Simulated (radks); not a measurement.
Values are calculated unless marked as measured or tabulated.
Question: Ionisation ladder of gadolinium, from Gd I to Gd X. Each ion is in the ground configuration listed by NIST, and IE = E(next ion) - E(this ion). Code: a radial shooting solver on a logarithmic mesh with Libxc functionals. Model: Dirac Kohn-Sham, BLYP, spin-unpolarised, spherical densities, finite nucleus; open shells are shared between the two j in proportion to 2j + 1; Fermi nuclear charge, rms radius 5.1569 fm.

species          configuration  IE, Delta-SCF (eV)  -e(HOMO) (eV)   HOMO  <r> HOMO (bohr)
Gd I          [Xe] 4f7 5d1 6s2               6.571          2.276  5d5/2             2.90
Gd II         [Xe] 4f7 5d1 6s1                   ?          8.192  5d5/2             2.61
Gd III            [Xe] 4f7 5d1              19.815         15.014  5d5/2             2.41
Gd IV                 [Xe] 4f7                   ?         33.145  4f7/2            0.858
Gd V                  [Xe] 4f6              74.371         52.971  4f7/2            0.805
Gd VI    [Kr] 4d10 4f6 5s2 5p5              89.260         69.285  4f7/2            0.792
Gd VII   [Kr] 4d10 4f6 5s2 5p4                   ?         86.335  4f7/2            0.780
Gd VIII  [Kr] 4d10 4f6 5s2 5p3              120.49         104.07  4f7/2            0.768
Gd IX    [Kr] 4d10 4f6 5s2 5p2              135.71         122.45  4f7/2            0.757
Gd X     [Kr] 4d10 4f5 5s2 5p2                   ?         145.46  5p3/2             1.33

Estimate the withheld Delta-SCF values.

Answer: Gd II: 12.200 eV (NIST 12.08); Gd IV: 43.195 eV (NIST 44.4); Gd VII: 104.65 eV (NIST 106); Gd X: 156.18 eV (NIST 165).

Beside tabulated values, note that spin-unpolarised runs miss the spin-polarisation part of the exchange energy of open shells. No tabulated value is given for the 4+ ions of Nd, Pm and Eu to Yb, where it belongs to another shell than the one emptied here.
